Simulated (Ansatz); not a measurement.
`[CH3][SnH2][Cl]` + `C=CF` → `C=[C](F)[SnH2][CH3]` + HCl  (formal exchange of groups at the Sn–Cl bond)

Gas-phase electronic energies from Ansatz, PBE0-D4/def2-TZVP geometries. CCSD(T)/CBS adds triple-zeta CCSD(T) − MP2 to the extrapolated MP2 energy (def2 sets, frozen cores). This one scheme is used for every species. DFT in def2-TZVPP. B3LYP here is the variant with VWN-RPA as its local correlation; programs differ in this. Elements past krypton have def2 core potentials. For Sn outer-core shells are correlated without core-valence functions, which leaves a few kJ/mol of doubt a bond. One conformer a species, not always the lowest.

Q: Is it downhill or uphill in electronic energy at CCSD(T)/CBS, and by how much? (Best estimate.)

A: The calculation gave: Uphill: ΔE = +28.1 kcal/mol.

Q: What do these levels give: PBE-D4, r2SCAN-D4, PBE0-D4, B3LYP-D4, B2PLYP, PBE, r2SCAN, HF/def2-TZVPP, MP2/def2-TZVPP, HF/def2-QZVPP, MP2/def2-QZVPP, CCSD/CBS(def2)? (Estimate.)

A: Ansatz gave: PBE-D4 27.7, r2SCAN-D4 29.5, PBE0-D4 29.0, B3LYP-D4 29.3, B2PLYP 29.5, PBE 28.5, r2SCAN 29.8, HF/def2-TZVPP 35.0, MP2/def2-TZVPP 27.2, HF/def2-QZVPP 35.3, MP2/def2-QZVPP 28.1, CCSD/CBS(def2) 29.1 kcal/mol.

Largest T1 diagnostic among the species: 0.013.

From PBE to PBE0 (25 % exact exchange), in def2-TZVPP and without D4, ΔE moves by +1.3 kcal/mol. In def2-TZVPP, CCSD(T) changes the Hartree–Fock value by −8.4 kcal/mol (the triples alone add −1.0 kcal/mol) and MP2 by −7.8 kcal/mol. The D4 term adds −1.4 kcal/mol with B3LYP and −0.8 kcal/mol with PBE0; it sums over pairs of atoms, weighted by their polarisabilities, and B3LYP, whose exchange is more repulsive, gets the larger term.
